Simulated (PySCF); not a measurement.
H₆PSi, SMILES [SiH3][PH3+], charge +1. Geometry optimised at PBE0-D3(BJ)/def2-TZVP. The isomer is the one that the SMILES or the coordinates give; other isomers of the formula were not compared.

The numbers are results of PBE0-D3(BJ)/def2-TZVP run with PySCF, not measurements.

Harmonic wavenumbers (cm⁻¹): 141, 382, 382, 399, 658, 658, 831, 915, 915, 980, 1089, 1089, 2270, 2309, 2309, 2500, 2531, 2531. Rotational constants (GHz): 44.72, 5.084, 5.084; symmetry number 3.

Task: Work out the zero-point energy and the ideal-gas rigid-rotor harmonic-oscillator thermochemistry at 298.15 K and 1 atm.

Result: ZPE = ½ Σ hcν = ½ × 22889 cm⁻¹ = 136.91 kJ/mol. H − E(el) = 152.46 kJ/mol. Entropy in J/(mol K): translation 160.83, rotation 87.71, vibration 30.19, total 278.73. G − E(el) = 69.36 kJ/mol. Cp = 78.36 J/(mol K). Modes under 150 cm⁻¹ make the vibrational entropy uncertain.
